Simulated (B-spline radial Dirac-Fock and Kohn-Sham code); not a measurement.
**Binding energies of Re³⁺ at several levels of theory**

System: the Re³⁺ ion in the configuration [Xe] 4f14 5d4.

The density-functional columns are spherical, spin-unpolarised Dirac-Kohn-Sham results without Breit or QED terms: −ε is minus the orbital energy of the initial state and ΔSCF the difference of two total energies. The reference in the last column comes from ΔSCF Dirac-Fock with Breit, self-energy and vacuum polarisation, finite nucleus, configuration average. All numbers are from a radial atomic solver, in eV; a selection of levels is shown. For the 1s level of heavy atoms much of the gap between ΔSCF and the reference is the Breit and QED part, -365.2 eV here; for other levels the error of the functional can be larger.

```
level   PBE −ε  PBE ΔSCF   LDA −ε  LDA ΔSCF  Dirac-Fock
    K  71562.3   72129.7  71502.9   72068.4     71714.7
   L1  12424.3   12528.0  12415.7   12519.7     12577.4
   L2  11892.1   12026.0  11888.2   12022.3     12001.4
   L3  10452.5   10567.0  10450.2   10564.9     10578.0
   M1   2899.3    2929.6   2896.9    2927.4      2981.9
   M2   2661.1    2693.8   2660.2    2693.0      2727.3
   M3   2348.5    2378.1   2348.0    2377.7      2414.4
   M4   1947.6    1983.3   1947.8    1983.6      1992.5
   M5   1879.8    1914.3   1880.0    1914.6      1925.9
   N1    628.7     643.2    627.6     642.2       673.6
   N2    529.2     543.7    528.8     543.2       567.0
   N3    456.3     470.2    455.7     469.6       493.9
   N4    292.8     306.4    292.8     306.4       318.8
   N5    279.3     292.7    279.3     292.7       305.3
   N6    73.52     86.01    73.95     86.45       83.21
   N7    71.01     83.40    71.43     83.83       80.82
   O1    114.7     123.5    115.1     123.9       128.0
   O2    84.54     92.81    84.94     93.22       93.08
   O3    73.40     81.24    73.67     81.52       81.87
 O4,5    33.04     39.33    33.37     39.67       38.02
```

Q: Order the estimates of the K (1s) level by their distance from the Dirac-Fock value, nearest first.
A. LDA ΔSCF
B. PBE −ε
C. PBE ΔSCF
D. LDA −ε

A: B (152.4 eV), D (211.8 eV), A (353.7 eV), C (415.0 eV).

An eigenvalue near the reference for a deep level is a cancellation of errors: it lacks relaxation, carries self-interaction and omits Breit and QED terms.

Values without a named source are computed, but for edge energies of neutral atoms, which are taken from tables.
